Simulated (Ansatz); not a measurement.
`[OH][GeH]([F])[SiH3]` + H₂S → `[OH][GeH]([F])[SH]` + SiH₄ at 700 K and 1 bar (cleavage of the Ge–Si bond).

Program: Ansatz. Geometries: PBE0-D4/def2-TZVP. ΔE: electronic, gas phase. CCSD(T)/CBS adds triple-zeta CCSD(T) − MP2 to the extrapolated MP2 energy (def2 sets, frozen cores). This one scheme is used for every species. For Ge outer-core shells are correlated without core-valence functions, which leaves a few kJ/mol of doubt a bond. Scalar relativity is left out up to krypton. Each species was taken in one conformer, which may not be the lowest.

```csv
species,CCSD(T)/CBS energy (Eh),H − E (kJ/mol),S (J/(mol·K))
`[OH][GeH]([F])[SiH3]`,-2543.22347,206.0,472.4
H₂S,-398.97279,64.8,236.9
`[OH][GeH]([F])[SH]`,-2650.74902,154.0,431.8
SiH₄,-291.46306,115.5,252.9
```

H − E and S are ideal-gas, rigid-rotor, harmonic terms from PBE0-D4/def2-TZVP, for one conformer and one mirror image of each species. 1 Eh = 2625.50 kJ/mol, R = 8.31446 J/(mol·K).

**Question.** By hand: ΔE, ΔH, ΔS and ΔG.

**Answer.** ΔE = (-2650.74902) + (-291.46306) − (-2543.22347) − (-398.97279) = -0.01582 Eh = -41.5 kJ/mol. Δ(H − E) = 154.0 + 115.5 − 206.0 − 64.8 = -1.3, so ΔH = -42.8 kJ/mol. ΔS = 431.8 + 252.9 − 472.4 − 236.9 = -24.6 J/(mol·K). ΔG = -42.8 − 700 × (-24.6)/1000 = -25.6 kJ/mol.

**Question.** By hand: the equilibrium constant, and the temperature at which ΔG would vanish if ΔH and ΔS stayed fixed.

**Answer.** log₁₀ K = −ΔG/(RT ln 10) = 1.9. ΔG = 0 at ΔH/ΔS = 1740 K.

TΔS isn't small against ΔH here. A doubt of 5 kJ/mol in ΔE shifts log₁₀ K by 0.4 here. Other conformers and mirror images would add mixing entropy, several J/(mol·K) or more a flexible species. These are equilibria of isolated gas molecules and say nothing of rates. Largest T1 diagnostic: 0.013 (customary marks: 0.02 for closed shells, 0.045 for open ones).
